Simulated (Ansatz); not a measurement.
Ligand exchange: C2H3F3 + In(CH3)2I → C2H3F2I + In(CH3)2F

Gas-phase species: C2H3F3 (1,1,2-trifluoroethane) `FCC(F)F`, singlet; In(CH3)2I, singlet; C2H3F2I `FCC(F)I`, singlet; In(CH3)2F, singlet. The partners trade F for I: C–F and In–I bonds give way to C–I and In–F.

Shapes, held fixed at every level: PBE0-D4/def2-TZVP. Flexible molecules stand in one conformer, not always the lowest. Programs: Ansatz 0.2.0. The zero-point and thermal change to 298 K, harmonic and unscaled (PBE0-D4/def2-TZVP), is -4.2 kJ/mol.

```tsv
level	kind	ΔH(298 K) (kJ/mol)	less CCSD(T)/def2-TZVPP
HF/def2-TZVPP	Hartree–Fock	+119.0	+41.1
SPW92/def2-TZVPP	LDA	+76.6	-1.3
r2SCAN-D4/def2-TZVPP	meta-GGA	+74.9	-3.0
BHLYP-D4/def2-TZVPP	global hybrid	+93.1	+15.2
wB97X-V/def2-TZVPP	range-separated hybrid	+79.5	+1.6
CCSD/def2-SVP	coupled cluster or CI	+109.5	+31.6
CCSD/def2-TZVPP	coupled cluster or CI	+83.9	+6.0
CCSD(T)/def2-TZVPP	coupled cluster or CI	+77.9	0.0
```

The highest level, CCSD(T)/def2-TZVPP, gives ΔH(298 K) = +77.9 kJ/mol; the levels span +74.9 to +119.0. The column of differences is taken from that level and isn't an error. No measured value is set beside it here. For atoms past krypton def2 sets carry core potentials with scalar relativity. Outer-core shells of I, In are correlated, in sets that cover them unevenly.
